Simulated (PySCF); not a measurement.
dimethoxyethane (C4H10O2), SMILES O(CCOC)C. Atoms are numbered in the order given.

```xyz
16

C      2.7134    -0.0632     0.4500
O      1.3984     0.3713     0.3247
C      0.7183    -0.2247    -0.7360
C     -0.7183     0.2247    -0.7360
O     -1.3984    -0.3713     0.3247
C     -2.7134     0.0632     0.4500
H      3.3154     0.1574    -0.4555
H      3.1654     0.4621     1.3031
H      2.7757    -1.1541     0.6373
H      1.1818     0.0472    -1.7086
H      0.7461    -1.3313    -0.6573
H     -1.1818    -0.0472    -1.7086
H     -0.7461     1.3313    -0.6573
H     -3.3154    -0.1574    -0.4555
H     -2.7757     1.1541     0.6373
H     -3.1654    -0.4621     1.3031
```

Geometry: PBE0-D3(BJ)/def2-SVP. The values are those of a single conformer.

Method: PBE0-D3(BJ)/def2-SVP (PySCF).

Harmonic, unscaled wavenumbers; measured fundamentals usually lie a few per cent lower.

Computed harmonic wavenumbers and intensities:
| mode | ν (cm⁻¹) | IR (km/mol) | moving atoms (share of kinetic energy) |
|---|---|---|---|
| 1 | 78 | 2.7 | C 51 %, H 28 %, O 20 % |
| 2 | 84 | 6.4 | H 35 %, C 34 %, O 32 % |
| 3 | 126 | 1.2 | H 51 %, O 38 %, C 12 % |
| 4 | 229 | 2.9 | H 83 %, O 14 % |
| 5 | 237 | 1.1 | H 61 %, O 31 %, C 8 % |
| 6 | 282 | 3.3 | H 50 %, C 37 %, O 13 % |
| 7 | 314 | 3.0 | H 38 %, C 35 %, O 26 % |
| 8 | 368 | 0.2 | C 42 %, H 29 %, O 28 % |
| 9 | 580 | 2.7 | C 53 %, H 38 %, O 9 % |
| 10 | 895 | 20.4 | H 42 %, C 41 %, O 16 % |
| 11 | 896 | 14.0 | H 49 %, C 37 %, O 14 % |
| 12 | 1085 | 23.6 | C 45 %, H 40 %, O 15 % |
| 13 | 1088 | 10.8 | C 47 %, H 35 %, O 18 % |
| 14 | 1126 | 0.1 | H 53 %, C 46 % |
| 15 | 1180 | 3.1 | H 77 %, C 19 % |
| 16 | 1184 | 1.8 | H 74 %, C 20 % |
| 17 | 1207 | 135.8 | H 40 %, C 31 %, O 30 % |
| 18 | 1217 | 1.0 | H 55 %, C 28 %, O 16 % |
| 19 | 1250 | 118.0 | H 51 %, O 27 %, C 22 % |
| 20 | 1262 | 57.5 | O 42 %, C 30 %, H 28 % |
| 21 | 1277 | 93.6 | H 57 %, C 22 %, O 21 % |
| 22 | 1314 | 29.4 | H 78 %, C 12 %, O 10 % |
| 23 | 1387 | 42.1 | H 76 %, C 23 % |
| 24 | 1447 | 12.7 | H 69 %, C 30 % |
| 25 | 1458 | 10.4 | H 96 % |
| 26 | 1459 | 7.3 | H 96 % |
| 27 | 1461 | 9.7 | H 90 %, C 9 % |
| 28 | 1466 | 1.7 | H 79 %, C 20 % |
| 29 | 1473 | 23.7 | H 94 % |
| 30 | 1475 | 9.9 | H 93 % |
| 31 | 1503 | 2.5 | H 89 %, C 10 % |
| 32 | 1509 | 0.0 | H 82 %, C 17 % |
| 33 | 2969 | 14.7 | H 95 % |
| 34 | 2976 | 22.2 | H 96 % |
| 35 | 2982 | 133.7 | H 96 % |
| 36 | 2989 | 57.4 | H 95 % |
| 37 | 3021 | 47.2 | H 90 %, C 10 % |
| 38 | 3033 | 125.7 | H 91 %, C 9 % |
| 39 | 3045 | 35.3 | H 90 %, C 10 % |
| 40 | 3045 | 36.0 | H 90 %, C 10 % |
| 41 | 3155 | 18.7 | H 91 %, C 9 % |
| 42 | 3156 | 25.2 | H 91 %, C 9 % |
